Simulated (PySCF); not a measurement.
2-thiophenecarbonitrile, C5H3NS.
Cartesian coordinates in Å at the GFN2-xTB level; atoms count from 1:
```
atom  x, y, z in Å
N1     3.3532   -0.6269    0.5927
C2     2.2520   -0.3506    0.4235
C3     0.9109   -0.0221    0.2147
C4    -0.0660   -0.8191   -0.3267
C5    -1.3119   -0.1719   -0.3914
C6    -1.2676    1.0987    0.0957
S7     0.2917    1.5433    0.6487
H8     0.1162   -1.8251   -0.6596
H9    -2.2016   -0.6304   -0.7834
H10   -2.0680    1.8087    0.1634
```

Computed, not measured: TDDFT wB97X-D/def2-SVPD, vertical, gas phase, core orbitals frozen in the response (PySCF).

Kohn–Sham orbitals with the atoms that hold most of them (Löwdin shares over 4%, at most four atoms; ? is withheld):

```tsv
orbital	ε (eV)	atoms
LUMO+2	2.01	S7 37%, C2 14%, C5 12%, C4 10%
LUMO+1	1.43	S7 62%, C3 11%, C2 7%, N1 6%
LUMO	?	?
HOMO	-9.30	?
HOMO-1	-9.94	S7 44%, C4 20%, C5 16%, C3 9%
HOMO-2	-11.72	N1 44%, C2 33%, S7 9%, C3 7%
HOMO-3	-12.37	N1 32%, C2 29%, C6 12%, C5 8%
```

Question: Give the leading atoms of the HOMO.

Answer: C6 (bonded to C, S and H) 23%; C3 (bonded to 2 C and S) 22%; N1 (bonded to C) 14%; C5 (bonded to 2 C and H) 14%. By element: carbon 59% or more, nitrogen 14%.

Question: Give the leading atoms of the LUMO.

Answer: S7 (bonded to 2 C) 18%; C6 (bonded to C, S and H) 18%; C3 (bonded to 2 C and S) 16%; C4 (bonded to 2 C and H) 16%. By element: carbon 50% or more, sulfur 18%.

Question: What is the LUMO energy, and the HOMO–LUMO gap?

Answer: ε(LUMO) = -0.18 eV; the gap is 9.12 eV (0.3351 hartree).

Question: The HOMO–LUMO gap is 9.12 eV. Where does the response calculation put the lowest singlet, and from which orbitals?

Answer: S1 is at 5.18 eV (f = 0.209), 3.94 eV below the gap, made of HOMO→LUMO (89%). 

Question: One configuration dominates each of S1, S2, S3 and S4. Which, and how do the shares of the two leading atoms of either orbital change from the occupied to the empty one?

Answer: 
- S1 (5.18 eV, f 0.209), HOMO→LUMO (89%): C6 23% → 18%, C3 22% → 16%, S7 at most 14% → 18%
- S2 (5.62 eV, f 0.112), HOMO-1→LUMO (85%): S7 44% → 18%, C4 20% → 16%, C6 at most 9% → 18%
- S3 (6.02 eV, f 0.0001), HOMO→LUMO+1 (78%): C6 23% → at most 7%, C3 22% → 11%, S7 at most 14% → 62%
- S4 (6.43 eV, f 0.0001), HOMO-1→LUMO+1 (81%): S7 44% → 62%, C4 20% → at most 7%, C3 9% → 11%
